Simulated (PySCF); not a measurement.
# Electronic structure of K²⁺ (potassium, charge +2) at the TPSS level

Configuration: [Ne] 3s2 3p5, 2P determinant. Calculation: PySCF 2.14, in 6-31G*; no relativity, point nucleus.

- Total energy: -598.527 hartree
- One-electron energy: -806.086 hartree
- Hartree (Coulomb) energy: 240.221 hartree
- Exchange-correlation energy: -32.662 hartree
- Kinetic energy: 595.37224 hartree
- ⟨S²⟩: 0.7522
- ⟨L²⟩: 2.008
- Sum of ⟨r⟩: 12.66 bohr
- Sum of ⟨r²⟩: 16.89 bohr²
- Traceless quadrupole moment −½Σ⟨3z² − r²⟩ along its main axis: 0.910 e·bohr²
- Density at the nucleus (Gaussians lack the cusp): 4260 bohr⁻³
- Spin density at the nucleus: 0.000226 bohr⁻³
- Langevin diamagnetic susceptibility: -13.4 ×10⁻⁶ cm³/mol
- Time after the integrals: 0.26 s of wall time on 1 thread of Neoverse-V2 (shared host)

| shell | electrons | mean orbital energy (eV) | spread (eV) | rms radius, mean of both spins (bohr) |
| --- | --- | --- | --- | --- |
| 1s α | 1 | -3545.5 | 0 | 0.0944 |
| 1s β | 1 | -3545.3 | 0 | 0.0944 |
| 2s α | 1 | -381.20 | 0 | 0.422 |
| 2s β | 1 | -381.01 | 0 | 0.422 |
| 2p α | 3 | -309.59 | 0.942 | 0.389 |
| 2p β | 3 | -309.30 | 0.433 | 0.389 |
| 3s α | 1 | -59.525 | 0 | 1.36 |
| 3s β | 1 | -57.909 | 0 | 1.36 |
| 3p α | 3 | -41.939 | 2.064 | 1.54 |
| 3p β | 2 | -40.713 | 0 | 1.54 |
